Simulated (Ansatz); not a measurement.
C₂H₆GeSi, SMILES `[SiH3]C#[C][GeH3]` at its PBE0-D4/def2-TZVP geometry, where that method's forces vanish. Total charge 0; spin multiplicity 1.

```
atom   x (Å)   y (Å)   z (Å)
 Si1  -0.995   0.474   2.199
  C2  -0.256   0.127   0.569
  C3   0.236  -0.106  -0.515
 Ge4   1.002  -0.478  -2.215
  H5   0.082   0.772   3.175
  H6  -1.903   1.642   2.090
  H7  -1.763  -0.711   2.653
  H8   2.510  -0.213  -2.140
  H9   0.352   0.440  -3.256
 H10   0.735  -1.947  -2.559
```

**Question.** For each bond, give half the difference of the two atoms' forces along it (eV/Å; positive pushes the atoms apart) under PBE-D4, r2SCAN-D4, B3LYP-D4, ωB97M-V in def2-TZVPP. (Estimate.)

**Answer.** Ansatz gave: 
| bond | length (Å) | PBE-D4 | r2SCAN-D4 | B3LYP-D4 | ωB97M-V |
| --- | --- | --- | --- | --- | --- |
| Si1–C2 | 1.823 | -0.58 | -0.27 | 0.08 | 0.40 |
| Si1–H5 | 1.484 | 0.10 | 0.00 | -0.06 | -0.15 |
| Si1–H6 | 1.484 | 0.10 | 0.00 | -0.06 | -0.15 |
| Si1–H7 | 1.484 | 0.10 | 0.00 | -0.06 | -0.15 |
| C2–C3 | 1.213 | 1.04 | 0.49 | -0.12 | -0.48 |
| C3–Ge4 | 1.902 | -0.52 | -0.25 | 0.15 | 0.38 |
| Ge4–H8 | 1.533 | 0.08 | -0.04 | -0.02 | -0.11 |
| Ge4–H9 | 1.533 | 0.08 | -0.04 | -0.02 | -0.11 |
| Ge4–H10 | 1.533 | 0.08 | -0.04 | -0.02 | -0.11 |

B3LYP here is the variant with VWN-RPA as its local correlation; programs differ in this.
